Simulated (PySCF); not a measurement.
Electrostatic potential from atomic charges

Species: `C=CN1BNCC1`. Coordinates (PBE0-D3(BJ)/def2-SVP, Å) and charges (e) from the PBE0/pcSseg-1 density (PySCF):

```
atom       x       y       z  Mulliken      IAO  Hirshfeld  ESP-fitted
  C1   2.155  -0.023   0.233   -0.2788  -0.4216    -0.1645     -0.5698
  C2   1.070  -0.740   0.571   +0.0936  -0.0262    -0.0008     -0.2446
  N3  -0.227  -0.491   0.192   -0.6468  -0.2236    -0.1040     +0.2094
  B4  -1.411  -1.230   0.515   +0.3970  +0.1357    +0.1299     -0.0342
  N5  -2.499  -0.595  -0.105   -0.5346  -0.4125    -0.1900     -0.4076
  C6  -2.090   0.591  -0.832   -0.0148  -0.1445    -0.0131     -0.0440
  C7  -0.556   0.639  -0.660   -0.0434  -0.1519    -0.0114     -0.0600
  H8   2.104   0.863  -0.403   +0.1148  +0.1359    +0.0308     +0.1854
  H9   3.137  -0.324   0.600   +0.1170  +0.1496    +0.0367     +0.2164
 H10   1.172  -1.622   1.210   +0.1059  +0.1482    +0.0518     +0.1940
 H11  -1.443  -2.221   1.198   -0.0082  +0.0060    -0.0572     -0.0268
 H12  -3.474  -0.847  -0.061   +0.1888  +0.2704    +0.1326     +0.2997
 H13  -2.563   1.503  -0.427   +0.1238  +0.1311    +0.0390     +0.0677
 H14  -2.368   0.536  -1.899   +0.1238  +0.1328    +0.0397     +0.0667
 H15  -0.030   0.556  -1.628   +0.1306  +0.1347    +0.0400     +0.0742
 H16  -0.221   1.584  -0.198   +0.1312  +0.1359    +0.0406     +0.0735
```

Points outside the species (Å): A (-4.4, 3.7, 6.3); B (-4.3, 4.0, -0.7); C (-4.0, 1.1, -6.7); D (4.3, 2.6, -0.4).

Question: Find the potential V = 14.3996 V·Å × Σ q/r of each set of charges at these points.

Answer: In volts:

```
point  nearest atom  distance (Å)  Mulliken     IAO  Hirshfeld  ESP-fitted
    A           H13          7.31    -0.028  -0.006     +0.015      +0.005
    B           H13          3.05    +0.248  +0.232     +0.155      +0.207
    C           H14          5.10    +0.096  +0.096     +0.072      +0.094
    D            H8          2.80    +0.055  -0.098     -0.140      -0.105
```

Question: How far are the other sets from the ESP-fitted one at these points?

Answer: Root-mean-square difference: IAO 0.014 V, Hirshfeld 0.034 V, Mulliken 0.084 V. The ESP scheme is a least-squares fit of atom-centred charges to the potential on four shells outside the van der Waals surface, with the total charge fixed.

Question: What energy would a point charge of +3 e have at B in the field of the ESP charges, leaving out polarisation?

Answer: +0.622 eV = +60.0 kJ/mol, a repulsion.

One conformer (not necessarily the lowest) at the PBE0-D3(BJ)/def2-SVP geometry, without solvent, vibrations or thermal averaging.
